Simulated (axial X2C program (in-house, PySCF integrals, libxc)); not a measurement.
ZnSi⁺: cheaper levels and CCSD(T), 2c

Calculated with an in-house relativistic program for diatomic molecules. Two-component (2c) means X2C with spin–orbit coupling and atomic mean-field two-electron Coulomb and Gaunt terms. Basis: Zn dyall-cv3z [9s10p6d3f2g], Si dyall-v3z [8s7p2d1f] (cores contracted in-house); Gaussian nuclei, density fitting, unrestricted open shells. Masses: Zn 63.929 u, Si 27.977 u.

State: Ω = 1/2 (⟨Sz⟩ = -0.50, ⟨Lz⟩ = 1.00 at HF); fragments Zn + Si+.

| level | Re (Å) | ωe (cm⁻¹) | De (eV) |
| --- | --- | --- | --- |
| PBE0 | 2.509 | 242.2 | 1.76 |
| HF | 2.639 | 211.0 | 1.15 |
| CCSD | 2.542 | 236.6 | 1.59 |
| B97-3 | 2.553 | 228.8 | 1.64 |

Correlated methods: 15 electrons correlated (number of frozen shells: Zn 3 s, 2 p; Si 2 s, 1 p), 219 virtual spin orbitals or spinors in MP2, 90 natural virtuals in coupled cluster.

CCSD(T), same Hamiltonian and basis:

Re = 2.529 Å, ωe = 239.3 cm⁻¹; T1 = 0.025 (Lee–Taylor normalisation).

(1) Give the differences from CCSD(T) in the columns below.

The state is one determinant whose occupation by symmetry is held fixed; it was picked as the lowest of a PBE0 search that is not exhaustive. De is counted from the lowest determinant-based energies of the atoms at the same level, without counterpoise correction. De is not given where an atomic determinant may have missed its ground term or J level, or where the truncated virtual space spoils (T). Density functionals use the spin component along the axis (collinear). Coupled cluster ran in a truncated set of natural virtual spinors; the MP2 energy of the rest was added. (T) has no such correction and the atoms are truncated less, which lowers De at CCSD(T) by a hundredth of an eV or more. The 2c atoms are single determinants rather than J levels; their spin–orbit lowering is only partly caught, and De is too large by that part. This holds for PBE0, CCSD, B97-3. Without a current term, density functionals place determinants with orbital angular momentum somewhat too high. Some points did not converge and are left out.

Results:

(1) 

```
level  ΔRe (Å)  Δωe (cm⁻¹)
 PBE0   -0.020         2.9
   HF    0.110       -28.3
 CCSD    0.013        -2.7
B97-3    0.024       -10.5
```
